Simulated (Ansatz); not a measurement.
Reactions of `CCCC(C)CCC`.

Isolated molecules relaxed with PBE0-D4/def2-TZVP in Ansatz; ΔE leaves out vibrations. CCSD(T)/CBS is the MP2 limit (def2-TZVPP, def2-QZVPP) plus CCSD(T) − MP2 in def2-TZVPP, frozen cores. This one scheme is used for every species, atoms too. Open shells (•) are unrestricted, without spin–orbit coupling. Spin–orbit coupling would lower the free atoms: a little for C. Elements past krypton have def2 core potentials. For Hf outer-core shells are correlated without core-valence functions, so the limit isn't a true one: a few kJ/mol of doubt a bond, and 10 to 20 or more in all where bonds break to atoms. Each species was taken in one conformer, which may not be the lowest.

Q: Order these by ΔE at CCSD(T)/CBS, lowest first. (Best estimate.)
A. `CCCC(C)CCC` + `C=CCl` → `C=C(Cl)CC` + `CCCC(C)C`
B. `CCCC(C)CCC` → `CCCCCCCC`
C. `CCCC(C)CCC` + H₂O → `CCCC(O)CCC` + CH₄
D. `CCCC(C)CCC` → 8 C• + 18 H•
E. `CCCC(C)CCC` + `[OH][Hf]([Cl])([Cl])[Cl]` → `C[O][Hf]([Cl])([Cl])[Cl]` + `CCCC(C)CC`

A: A (-21.6 kJ/mol), B (+4.0 kJ/mol), C (+30.1 kJ/mol), E (+41.1 kJ/mol), D (+10372.1 kJ/mol).

Largest T1 diagnostic: 0.014, for `C[O][Hf]([Cl])([Cl])[Cl]`.
